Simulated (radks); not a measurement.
All-electron atom: Nb2+ in [Ar] 3d10 4s1.5 4p6 4d3 4f0.5 (fractional occupations, a model configuration). Calculated with a radial shooting solver on a logarithmic mesh with Libxc functionals: Dirac Kohn-Sham, PBE, spin-unpolarised, spherical densities, finite nucleus; open shells fill j = l - 1/2 first; Fermi nuclear charge, rms radius 4.324 fm. Some entries of the table are withheld. Estimate them.

orbital,occ.,eigenvalue (hartree),<r^2> (bohr^2),<1/r> (bohr^-1)
1s1/2,2,-691.7556,0.001757,42.40
2s1/2,2,-97.49780,0.02938,9.626
2p1/2,2,(1),0.02224,9.601
2p3/2,4,(2),0.02361,9.164
3s1/2,2,-16.99700,0.2249,3.276
3p1/2,2,-14.00331,0.2241,3.173
3p3/2,4,-13.43287,0.2347,3.068
3d3/2,4,-8.14731,0.2237,(3)
3d5/2,6,-8.04107,0.2272,(4)
4s1/2,1.5,-2.96912,1.490,1.188
4p1/2,2,-2.13183,(5),(6)
4p3/2,4,-2.05137,(7),(8)
4d3/2,3,(9),3.626,0.7536
4d5/2,0,(10),3.681,0.7474
4f5/2,0.5,-0.20694,39.37,0.2004
4f7/2,0,-0.20693,39.38,0.2003

Answer. 
(1) 2p1/2 eigenvalue (hartree): -89.54794
(2) 2p3/2 eigenvalue (hartree): -86.02789
(3) 3d3/2 <1/r> (bohr^-1): 2.872
(4) 3d5/2 <1/r> (bohr^-1): 2.845
(5) 4p1/2 <r^2> (bohr^2): 1.803
(6) 4p1/2 <1/r> (bohr^-1): 1.071
(7) 4p3/2 <r^2> (bohr^2): 1.886
(8) 4p3/2 <1/r> (bohr^-1): 1.042
(9) 4d3/2 eigenvalue (hartree): -0.84276
(10) 4d5/2 eigenvalue (hartree): -0.83453
